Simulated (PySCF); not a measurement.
PySCF 2.14 output of a UHF calculation on a single atom or ion in dyall-acv3z (15s9p4d2f, 76 functions), with scalar relativity by spin-free X2C-1e:

```
SCF conv_tol = 1e-09
number electrons alpha = 6  beta = 2
cycle= 1 E= -124.540643822711  delta_E= -0.000545  |g|= 0.00667  |ddm|= 0.00901
cycle= 2 E= -124.540653576324  delta_E= -9.75e-06  |g|= 0.00102  |ddm|= 0.00142
cycle= 3 E= -124.540653837314  delta_E= -2.61e-07  |g|= 6.94e-05  |ddm|= 0.000389
cycle= 4 E= -124.540653838975  delta_E= -1.66e-09  |g|= 4.76e-06  |ddm|= 5.58e-05
cycle= 5 E= -124.540653838983  delta_E= -7.53e-12  |g|= 6.62e-07  |ddm|= 3.22e-06
converged SCF energy = -124.540653838983  <S^2> = 6.0023267  2S+1 = 5.0009306
```

The run itself started from symmetry-adapted Hartree-Fock orbitals and held the occupation by maximum overlap, so the iterations belong to that start.

Question: Which element, charge and spin multiplicity is this?

Answer: Ne²⁺ (neon, charge +2), multiplicity 5; the state was [He] 2s2 2p3 3d1, high-spin 5D determinant (an excited configuration).

The outer electron is Rydberg-like, and this basis confines it to a smaller radius and binds it less than a complete one would.
